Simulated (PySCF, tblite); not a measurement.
A set of runs on `FCOC1=C[SiH2]CC1`; the geometry of each is named by its level. Settings lines and outputs come from a driver script.

Compound: C5H9FOSi.
Numbering: `[F:1][CH2:2][O:3][C:4]1=[CH:5][SiH2:6][CH2:7][CH2:8]1` (hydrogens: H9, H10 on C2; H11 on C5; H12, H13 on Si6; H14, H15 on C7; H16, H17 on C8)

Step 1: GFN2-xTB geometry optimisation, gas phase (tblite 0.8.0) (from a force-field or distance-geometry start)
```json
{"job": {"kind": "relax", "xc": "GFN2-xTB", "basis": "xTB"}, "charge": 0, "multiplicity": 1}
```
```
step      E/eV     max force
  0    -701.79927    1.563
  1    -701.84467    0.583
  2    -701.85845    0.428
...
 24    -701.92312    0.022
 25    -701.92318    0.018
 26    -701.92321    0.015
 27    -701.92324    0.013
 28    -701.92326    0.010
```

Energy lowered by 2.9 kcal/mol over 28 steps; largest atomic force 0.010 eV/Å at the end. «max force» is the largest atomic force in eV/Å.

On one thread of an Arm Neoverse N1, shared host with 64 logical CPUs at a one-minute load of 61, this took 0.33 s.

Step 2: GFN2-xTB harmonic vibrations, gas phase (tblite 0.8.0) (on the GFN2-xTB geometry)
```json
{"job": {"kind": "ir", "xc": "GFN2-xTB", "basis": "xTB"}, "charge": 0, "multiplicity": 1}
```
```
(table of modes left out)
```

45 modes from 39 to 3107 cm⁻¹ (unscaled, harmonic); zero-point energy 79.5 kcal/mol; all wavenumbers are real at this level.

Hardware: one thread of an Arm Neoverse N1, no GPU, on a shared host. Cost: 1.0 s.

Step 3: TDDFT PBE0/def2-SVPD, vertical, gas phase, core orbitals frozen in the response (PySCF 2.14.0, density-fitted response routines) (on the GFN2-xTB geometry)
```json
{"job": {"kind": "uv", "xc": "PBE0", "basis": "def2-SVPD", "nstates": 8, "ntriplets": 3}, "charge": 0, "multiplicity": 1}
```
```
...
Static polarisability (au): isotropic 89.094, principal 69.308 88.621 109.353
Singlet excitations
state   eV       nm        f      main configurations
  1   6.3535    195.1   0.01597   H->L+1 0.74, H->L 0.17
  2   6.5146    190.3   0.00106   H->L+2 0.90
  3   6.6556    186.3   0.24429   H->L 0.76, H->L+1 0.16
  4   7.1144    174.3   0.00965   H->L+3 0.87, H->L+4 0.09
  5   7.3042    169.7   0.00886   H->L+4 0.78, H->L+3 0.10
  6   7.3834    167.9   0.01410   H-1->L 0.89
  7   7.5906    163.3   0.02335   H->L+5 0.86, H->L+4 0.09
  8   7.8052    158.8   0.04066   H->L+7 0.55, H->L+6 0.42
Triplet excitations (Tamm-Dancoff, eV): 4.4614 6.2120 6.3822
```

HOMO -7.11 eV, LUMO 0.20 eV; lowest singlet 6.35 eV; lowest triplet 4.46 eV (Tamm–Dancoff); mean polarisability 89.1 au.

Hardware: an Arm Neoverse N1 with one thread, shared host with 64 logical CPUs at a one-minute load of 62. Cost: 98 s, 0.91 GiB resident at most.

Geometry of the electronic-property runs (GFN2-xTB):
```
atom  x, y, z in Å
F1     3.8771   -0.2172    0.6414
C2     2.7362    0.2913    0.1204
O3     1.6960   -0.5109    0.5576
C4     0.4361   -0.1877    0.1440
C5     0.0595    0.8223   -0.6424
Si6   -1.7910    0.8102   -0.8946
C7    -2.0013   -0.5507    0.4272
C8    -0.6066   -1.1435    0.6526
H9     2.8396    0.2749   -0.9775
H10    2.6406    1.3277    0.4855
H11    0.7561    1.5278   -1.0618
H12   -2.2055    0.3890   -2.2387
H13   -2.4582    2.0676   -0.5455
H14   -2.3648   -0.1138    1.3564
H15   -2.7110   -1.3277    0.1539
H16   -0.4949   -2.0841    0.1069
H17   -0.4148   -1.3632    1.7045
```

 (This holds for the electronic-property runs.)

One conformer stands for the species.
